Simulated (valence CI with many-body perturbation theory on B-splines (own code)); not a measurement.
**E1 transitions of Sn³⁵⁺**

Computed by relativistic CI+MBPT: five valence electrons over a frozen Dirac-Fock core [Ne], a basis of 11 s, 11 p, 10 d, 8 f, 5 g, 2 h functions for each j, with the one-electron correlation potential Σ1 (screened to all orders), the two-electron term Σ2, the three-electron term Σ3, Breit, model QED; selected single and double excitations, second order for the rest, scaled by the run's own slope (own B-spline code, finite nucleus).

No measured spectrum was set against this ion. As an estimate, large intervals hold to a few tenths of a per cent, small ones and those within an open d or f shell to about a per cent. Among the levels kept, up to 4300 cm⁻¹ of a level comes from second order outside the variational space, and about a tenth of that is noise between levels of different J, which matters for small intervals.

Lines 51 to 100 of 569 in falling wavelength, among levels below 3664.3 × 10³ cm⁻¹, chosen from the strongest by gf and those to the six lowest levels. Wavelengths and rates use the calculated energies. Electric multipoles are in the length gauge with retardation, E1 and E2 with the static RPA response of the core. Weak lines are less certain than strong ones. Lines between different terms over intervals too small for the method are left out, as are lines whose strength nearly cancels. Where a level lies close to another of its J and parity, the split of strength between their lines is uncertain. The highest levels of a list are the least certain.

Levels are named by their leading jj configuration (3d3/2^4 stands for four electrons in 3d with j = 3/2), which in mixed levels can hold well under half, so a name can repeat and another be missing. Letters in brackets count levels of one name in rising energy.

| λ vac (nm) | Upper | Lower | A (s⁻¹) | S (a.u.) with core polarisation | S without |
| --- | --- | --- | --- | --- | --- |
| 9.276 | (3s 3p1/2 3p3/2^3) J=3/2 [a] | (3s^2 3p1/2 3p3/2^2) J=5/2 | 6.89e+08 | 1.09e-03 | 1.11e-03 |
| 9.167 | (3s 3p3/2^3 3d5/2) J=7/2 [a] | (3s^2 3p3/2^2 3d5/2) J=5/2 [a] | 7.53e+09 | 2.29e-02 | 2.34e-02 |
| 9.115 | (3s^2 3p1/2 3p3/2 3d3/2) J=7/2 | (3s^2 3p1/2 3p3/2^2) J=5/2 | 1.69e+08 | 5.04e-04 | 5.12e-04 |
| 9.027 | (3s 3p1/2^2 3d3/2 3d5/2) J=7/2 [b] | (3s 3p1/2^2 3p3/2 3d5/2) J=7/2 [a] | 1.04e+10 | 3.01e-02 | 3.07e-02 |
| 8.952 | (3s 3p1/2^2 3p3/2^2) J=5/2 | (3s^2 3p1/2^2 3p3/2) J=3/2 | 1.82e+09 | 3.87e-03 | 3.97e-03 |
| 8.917 | (3s 3p1/2^2 3p3/2 3d3/2) J=5/2 [a] | (3s^2 3p1/2^2 3d3/2) J=3/2 | 1.00e+08 | 2.11e-04 | 2.15e-04 |
| 8.857 | (3s 3p1/2^2 3p3/2 3d3/2) J=3/2 [a] | (3s^2 3p1/2^2 3d3/2) J=3/2 | 5.07e+08 | 6.95e-04 | 7.10e-04 |
| 8.843 | (3s 3p1/2^2 3p3/2 3d3/2) J=1/2 [a] | (3s^2 3p1/2^2 3d3/2) J=3/2 | 4.12e+08 | 2.81e-04 | 2.87e-04 |
| 8.816 | (3s 3p1/2 3p3/2^2 3d5/2) J=9/2 [a] | (3s^2 3p1/2 3p3/2 3d5/2) J=7/2 [a] | 3.31e+10 | 1.12e-01 | 1.14e-01 |
| 8.793 | (3s 3p1/2 3p3/2^3) J=3/2 [a] | (3s^2 3p1/2 3p3/2^2) J=3/2 | 5.45e+09 | 7.32e-03 | 7.49e-03 |
| 8.788 | (3s^2 3p1/2 3p3/2 3d5/2) J=5/2 [a] | (3s^2 3p1/2 3p3/2^2) J=5/2 | 1.67e+09 | 3.35e-03 | 3.45e-03 |
| 8.763 | (3s^2 3p3/2^2 3d5/2) J=1/2 | (3s^2 3p3/2^3) J=3/2 | 3.36e+09 | 2.23e-03 | 2.29e-03 |
| 8.725 | (3s^2 3p1/2 3p3/2 3d5/2) J=7/2 [a] | (3s^2 3p1/2 3p3/2^2) J=5/2 | 1.33e+08 | 3.48e-04 | 3.54e-04 |
| 8.652 | (3s 3p1/2 3p3/2^2 3d5/2) J=11/2 | (3s^2 3p1/2 3p3/2 3d5/2) J=9/2 | 2.49e+10 | 9.54e-02 | 9.74e-02 |
| 8.538 | (3s^2 3p1/2 3p3/2 3d3/2) J=1/2 [b] | (3s^2 3p1/2 3p3/2^2) J=1/2 | 3.25e+09 | 2.00e-03 | 2.05e-03 |
| 8.482 | (3p1/2^2 3p3/2^2 3d5/2) J=9/2 | (3s 3p1/2^2 3p3/2 3d5/2) J=7/2 [a] | 1.92e+10 | 5.77e-02 | 5.87e-02 |
| 8.445 | (3s^2 3p3/2 3d5/2^2) J=11/2 | (3s^2 3p3/2^2 3d5/2) J=9/2 | 1.23e+10 | 4.38e-02 | 4.46e-02 |
| 8.443 | (3s 3p1/2^2 3p3/2 3d5/2) J=7/2 [a] | (3s^2 3p1/2^2 3d5/2) J=5/2 | 1.04e+10 | 2.48e-02 | 2.53e-02 |
| 8.430 | (3s^2 3p1/2 3d5/2^2) J=7/2 | (3s^2 3p1/2 3p3/2 3d5/2) J=5/2 [b] | 1.04e+10 | 2.46e-02 | 2.51e-02 |
| 8.419 | (3s^2 3p3/2^2 3d3/2) J=1/2 | (3s^2 3p3/2^3) J=3/2 | 5.14e+09 | 3.03e-03 | 3.10e-03 |
| 8.418 | (3s^2 3p3/2^2 3d3/2) J=5/2 | (3s^2 3p3/2^3) J=3/2 | 4.96e+09 | 8.76e-03 | 8.94e-03 |
| 8.364 | (3s 3p3/2^3 3d5/2) J=9/2 | (3s^2 3p3/2^2 3d5/2) J=9/2 | 9.10e+09 | 2.63e-02 | 2.69e-02 |
| 8.352 | (3s^2 3p1/2 3p3/2 3d3/2) J=3/2 [b] | (3s^2 3p1/2 3p3/2^2) J=1/2 | 6.71e+08 | 7.72e-04 | 7.88e-04 |
| 8.235 | (3s 3p1/2 3p3/2^2 3d5/2) J=5/2 [b] | (3s^2 3p1/2 3p3/2 3d5/2) J=3/2 [a] | 1.41e+10 | 2.34e-02 | 2.38e-02 |
| 8.204 | (3s^2 3p1/2 3d5/2^2) J=9/2 | (3s^2 3p1/2 3p3/2 3d5/2) J=7/2 [b] | 5.37e+09 | 1.46e-02 | 1.49e-02 |
| 8.204 | (3s 3p3/2^3 3d5/2) J=9/2 | (3s^2 3p3/2^2 3d5/2) J=7/2 | 4.77e+10 | 1.30e-01 | 1.33e-01 |
| 8.124 | (3s 3p1/2^2 3p3/2 3d3/2) J=3/2 [b] | (3s^2 3p1/2^2 3d3/2) J=3/2 | 2.76e+10 | 2.92e-02 | 2.98e-02 |
| 8.123 | (3s^2 3p3/2 3d3/2 3d5/2) J=9/2 [a] | (3s^2 3p3/2^2 3d5/2) J=9/2 | 1.44e+10 | 3.80e-02 | 3.88e-02 |
| 8.052 | (3s^2 3p1/2 3p3/2 3d3/2) J=1/2 [c] | (3s^2 3p1/2 3p3/2^2) J=1/2 | 2.02e+09 | 1.04e-03 | 1.06e-03 |
| 8.034 | (3s 3p1/2^2 3d3/2 3d5/2) J=9/2 | (3s 3p1/2^2 3p3/2 3d5/2) J=9/2 | 9.67e+09 | 2.47e-02 | 2.52e-02 |
| 8.033 | (3s^2 3p3/2 3d3/2 3d5/2) J=7/2 [e] | (3s^2 3p3/2^2 3d5/2) J=5/2 [a] | 7.71e+09 | 1.58e-02 | 1.61e-02 |
| 7.999 | (3s 3p1/2^2 3p3/2 3d5/2) J=7/2 [b] | (3s^2 3p1/2^2 3d5/2) J=5/2 | 7.79e+10 | 1.57e-01 | 1.61e-01 |
| 7.991 | (3s 3p1/2 3p3/2^2 3d5/2) J=5/2 [f] | (3s^2 3p1/2 3p3/2 3d5/2) J=5/2 [b] | 1.08e+10 | 1.63e-02 | 1.67e-02 |
| 7.987 | (3s 3p1/2 3p3/2^2 3d3/2) J=5/2 [c] | (3s 3p1/2 3p3/2^3) J=3/2 [a] | 9.22e+09 | 1.39e-02 | 1.42e-02 |
| 7.971 | (3s^2 3p3/2 3d3/2 3d5/2) J=9/2 [a] | (3s^2 3p3/2^2 3d5/2) J=7/2 | 2.90e+10 | 7.24e-02 | 7.38e-02 |
| 7.971 | (3s 3p1/2^2 3p3/2 3d5/2) J=1/2 | (3s 3p1/2^2 3p3/2^2) J=1/2 | 3.22e+10 | 1.61e-02 | 1.64e-02 |
| 7.967 | (3s^2 3p1/2 3d3/2 3d5/2) J=7/2 | (3s^2 3p1/2 3p3/2 3d3/2) J=7/2 | 2.99e+10 | 5.98e-02 | 6.10e-02 |
| 7.952 | (3s 3p1/2 3p3/2^2 3d5/2) J=5/2 [f] | (3s^2 3p1/2 3p3/2 3d5/2) J=3/2 [b] | 7.45e+10 | 1.11e-01 | 1.13e-01 |
| 7.946 | (3s 3p1/2^2 3d3/2 3d5/2) J=7/2 [a] | (3s 3p1/2^2 3p3/2 3d3/2) J=5/2 [a] | 2.36e+10 | 4.68e-02 | 4.76e-02 |
| 7.935 | (3s^2 3p1/2 3p3/2 3d5/2) J=3/2 [a] | (3s^2 3p1/2 3p3/2^2) J=5/2 | 5.00e+09 | 4.93e-03 | 5.03e-03 |
| 7.932 | (3s 3p3/2^3 3d5/2) J=7/2 [a] | (3s^2 3p3/2^2 3d5/2) J=7/2 | 7.89e+09 | 1.55e-02 | 1.59e-02 |
| 7.925 | (3s 3p3/2^3 3d3/2) J=5/2 [b] | (3s^2 3p3/2^2 3d5/2) J=5/2 [b] | 4.11e+10 | 6.06e-02 | 6.19e-02 |
| 7.916 | (3s 3p1/2 3p3/2^2 3d3/2) J=5/2 [a] | (3s 3p1/2^2 3p3/2^2) J=3/2 | 2.99e+10 | 4.40e-02 | 4.48e-02 |
| 7.908 | (3s 3p1/2 3p3/2^2 3d5/2) J=7/2 [c] | (3s^2 3p1/2 3p3/2 3d3/2) J=5/2 [b] | 2.45e+10 | 4.78e-02 | 4.88e-02 |
| 7.872 | (3s^2 3p1/2 3p3/2 3d3/2) J=3/2 [b] | (3s^2 3p1/2 3p3/2^2) J=5/2 | 5.37e+09 | 5.17e-03 | 5.29e-03 |
| 7.872 | (3s 3p1/2 3p3/2^2 3d3/2) J=1/2 [c] | (3s^2 3p1/2 3p3/2 3d3/2) J=3/2 [b] | 6.14e+10 | 2.96e-02 | 3.02e-02 |
| 7.849 | (3s 3p1/2^2 3p3/2 3d5/2) J=5/2 | (3s 3p1/2^2 3p3/2^2) J=5/2 | 2.97e+10 | 4.25e-02 | 4.33e-02 |
| 7.842 | (3s 3p1/2 3p3/2^2 3d5/2) J=7/2 [d] | (3s^2 3p1/2 3p3/2 3d5/2) J=7/2 [b] | 2.42e+10 | 4.61e-02 | 4.71e-02 |
| 7.833 | (3s 3p1/2 3p3/2^2 3d5/2) J=7/2 [d] | (3s^2 3p1/2 3p3/2 3d3/2) J=5/2 [c] | 5.25e+10 | 9.96e-02 | 1.02e-01 |
| 7.819 | (3s 3p1/2 3p3/2^2 3d5/2) J=3/2 [c] | (3s^2 3p1/2 3p3/2 3d3/2) J=1/2 [c] | 4.24e+10 | 4.00e-02 | 4.09e-02 |
